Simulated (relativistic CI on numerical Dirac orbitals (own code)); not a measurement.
**V+: 3p photoemission**

Computed with this model: Dirac-Coulomb-Breit CI, orbitals from a KLI potential per configuration, a model potential for QED, valence Slater integrals scaled by 0.7, multiplet model of photoemission in the sudden approximation; configurations [Ar] 3d4 → [Ne] 3s2 3p5 3d4; 300 K; Lorentzian 1.12 eV and Gaussian 0.6 eV FWHM. Energies are those of the free ion, without screening or charge transfer. The energies are binding energies and can lie tens of eV above those of solids. S is read from ⟨S²⟩ = S(S + 1).

Field parameters in Wybourne normalisation: D4h B²₀ = −7Ds, B⁴₀ = 21(Dq − Dt), B⁴₄ = 21√(5/14) Dq. The field is a parameter set, without covalency.

Peaks in eV (height, largest 100): 49.8 (100), 51.4 (87), 61.0 (35), 64.8 (28).

Q: Which surroundings give this spectrum?
A. D4h, 10Dq = 9850, Ds = 300, Dt = 560 cm⁻¹
B. D4h, 10Dq = 9850, Ds = -600, Dt = 560 cm⁻¹
C. free ion
D. D4h, 10Dq = 9850, Ds = 2100, Dt = 560 cm⁻¹

A: D. D4h, 10Dq = 9850, Ds = 2100, Dt = 560 cm⁻¹, where the ground state has S = 2.00.
